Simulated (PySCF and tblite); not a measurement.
Results of a calculation; reference values are marked as such.
System: C4H9NOSi, numbered as in [CH2:1]=[CH:2][N:3]([CH3:4])[C:5](=[O:6])[SiH3:7].

For the rotation about the C2–N3 bond (torsion C1–C2–N3–C4 from 0° to 144°, rising): electronic barrier 6.77 kcal/mol, zero-point change -0.87 kcal/mol, thermal and entropy terms at 298.15 K a further -0.01 kcal/mol (symmetry numbers apart). The minimum is Cs, the saddle C1. The path came from a restrained scan, a climbing-image band and a saddle search at GFN2-xTB; energies are BP86/pcSseg-1 + D3(BJ), IEF-PCM cyclohexane//GFN2-xTB, thermal terms GFN2-xTB. Rate constants are transition-state-theory values, counting equivalent paths, without tunnelling. Run with tblite and PySCF.

**Question.** How many equivalent paths lead out of the minimum?

**Answer.** 2: the symmetry number of the minimum is 1, that of the saddle displaced along its mode 1, and the displaced saddle is chiral while the minimum is not, which doubles the count.

**Question.** Work out the rate at 298.15 K.

**Answer.** ΔG‡ = 5.89 kcal/mol; k_B T/h = 6.2×10¹² s⁻¹; exp(−ΔG‡/RT) = 4.8×10⁻⁵; times 2 gives k = 6×10⁸ s⁻¹. Wigner's tunnelling factor for the 125i cm⁻¹ mode would be 1.01.
